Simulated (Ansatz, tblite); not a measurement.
Removing and adding an electron: the cluster Be₂O₃. Total charge 0; singlet. Geometry: PBE-D4/def2-TZVP. Ansatz, gas phase; energy differences of separate SCF runs; the oxidised species was run as a doublet alone; the reduced species was run as a doublet alone.

| atom | x (Å) | y (Å) | z (Å) |
| --- | --- | --- | --- |
| Be1 | 0.904 | -0.537 | -0.003 |
| Be2 | -0.944 | -0.056 | -0.459 |
| O3 | -0.078 | -1.147 | -0.892 |
| O4 | 0.781 | 0.682 | 0.855 |
| O5 | -0.662 | 1.057 | 0.499 |

The xTB rows come from tblite. Correlated methods freeze 3 core orbitals. In CCSD on the charge -1 doublet the largest single amplitude is 0.39, so its Hartree–Fock determinant may place the open shell otherwise than the density functionals do. The structure holds 1 bond(s) between oxygen atoms. HOMO above LUMO, or a gap near zero within one spin, warns that the state may not be the lowest or that an electron is smeared out. The structure comes from a short search, and lower isomers may exist.

| level | −HOMO (eV) | vertical IE (eV) | −LUMO (eV) | vertical EA (eV) | HOMO–LUMO gap (eV) | IE − EA (eV) | remarks |
| --- | --- | --- | --- | --- | --- | --- | --- |
| GFN1-xTB | 11.56 | 16.04 | 8.48 | 4.63 | 3.08 | 11.41 | – |
| GFN2-xTB | 12.26 | 16.55 | 8.13 | 3.87 | 4.13 | 12.68 | – |
| PBE-D4/def2-TZVPD | 5.76 | – | 2.99 | 0.81 | 2.77 | – | HOMO above zero (-1 doublet), gap within one spin near zero (-1 doublet) |
| r2SCAN-D4/def2-TZVP | 5.94 | 9.81 | 2.49 | – | 3.44 | – | – |
| r2SCAN-D4/def2-TZVPD | 6.00 | – | 2.54 | 0.73 | 3.46 | – | HOMO above zero (-1 doublet) |
| PBE0-D4/def2-TZVP | 7.29 | 9.95 | 1.87 | – | 5.42 | – | – |
| PBE0-D4/def2-TZVPD | 7.36 | – | 1.92 | 0.66 | 5.44 | – | HOMO above zero (-1 doublet) |
| CCSD/def2-TZVPD | – | – | – | 0.36 | – | – | large T1 (0.070) (-1 doublet) |
| CCSD/def2-TZVPP | – | 9.95 | – | – | – | – | large T1 (0.067) (+1 doublet), spin-contaminated (⟨S²⟩ 0.90) (+1 doublet) |
| CCSD(T)/def2-TZVPD | – | – | – | 0.44 | – | – | large T1 (0.070) (-1 doublet) |
| CCSD(T)/def2-TZVPP | – | 9.90 | – | – | – | – | large T1 (0.067) (+1 doublet), spin-contaminated (⟨S²⟩ 0.90) (+1 doublet) |

Run but left out: HF/def2-TZVPP (charge +1 doublet: a determinant that CCSD turns far, T1 0.067); PBE-D4/def2-TZVP (charge +1 doublet: an occupied level 0.02 eV above an empty one); MP2/def2-TZVPP (charge +1 doublet: ⟨S²⟩ 0.90, where a pure state has 0.75); HF/def2-TZVPD, MP2/def2-TZVPD (charge -1 doublet: a determinant that CCSD turns far, T1 0.070).   A HOMO above zero means that the electron is unbound at that level or that self-interaction error raises the level; the energy of removing that electron tells which. Raw xTB energy differences between charge states are shifted by several eV; the methods need an empirical correction for them.
